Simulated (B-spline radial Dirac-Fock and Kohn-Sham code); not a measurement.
## What relativity does to the binding energies of Ga⁷⁺

System: Ga⁷⁺ in the configuration 1s2 2s2 2p6 3s2 3p6 3d6.

Both columns are ΔSCF binding energies of the configuration average from a radial B-spline solver: non-relativistic Hartree-Fock with a point nucleus, and Dirac-Fock with a finite nucleus and the Coulomb interaction alone, averaged over the two j levels with weights 2j+1.

| shell | Hartree-Fock (eV) | Dirac-Fock (eV) | shift (eV) | shift (%) |
| --- | --- | --- | --- | --- |
| 1s | 10424.3 | 10561.8 | +137.47 | +1.32 |
| 2s | 1452.8 | 1483.2 | +30.39 | +2.09 |
| 2p | 1296.4 | 1303.1 | +6.68 | +0.52 |
| 3s | 314.0 | 319.5 | +5.49 | +1.75 |
| 3p | 260.0 | 261.3 | +1.35 | +0.52 |
| 3d | 174.0 | 173.2 | -0.81 | -0.46 |

Relativity binds 1s, 2s, 2p, 3s, 3p more strongly, among those listed most of all 2s in relative terms, and 3d more weakly, because the contracted s and p shells screen the nucleus better.

Values without a named source are computed, but for edge energies of neutral atoms, which are taken from tables.
